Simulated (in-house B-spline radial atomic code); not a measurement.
The calcium ion Ca²⁺: [Ne] 3s2 3p6

All numbers are computed (Dirac-Kohn-Sham LC-wPBE, spherical fractional occupations; Fermi nucleus of rms radius 3.4776 fm) with an all-electron radial atomic-structure program (B-spline basis), not measured.

Effective charges: Z_r = [3n² - l(l+1)]/(2<r>) from the radius, Z_e = n√(-2ε) from the energy, and Slater's rules. Values are occupation-weighted means over j.

| shell | electrons | ε (eV) | <r> (bohr) | Z_r | Z_e | Slater |
| --- | --- | --- | --- | --- | --- | --- |
| 1s | 2 | -3970.7 | 0.07683 | 19.52 | 17.08 | 19.70 |
| 2s | 2 | -435.89 | 0.3641 | 16.48 | 11.32 | 15.85 |
| 2p | 6 | -356.04 | 0.3278 | 15.26 | 10.23 | 15.85 |
| 3s | 2 | -68.487 | 1.156 | 11.68 | 6.73 | 8.75 |
| 3p | 6 | -48.338 | 1.256 | 9.95 | 5.65 | 8.75 |

The least bound orbital is 3p3/2 at -48.2 eV, and it is also the most diffuse (<r> = 1.258 bohr).

Spin-orbit splittings of the orbital energies (j = l + 1/2 above j = l - 1/2 when positive): 2p 3.686 eV, 3p 0.3992 eV.

For the 1s electron the small component carries 0.511 % of the norm, the zero-frequency Breit interaction raises the level by 3.605 eV, self-energy by 1.671 eV, and vacuum polarisation lowers it by 0.1235 eV.

The density falls to 0.001 bohr⁻³ at 2.983 bohr; Σ<r²> = 15.324 bohr² gives, by the non-relativistic formula and without the paramagnetism of open shells, a Langevin diamagnetic susceptibility of -12.14×10⁻⁶ cm³/mol.
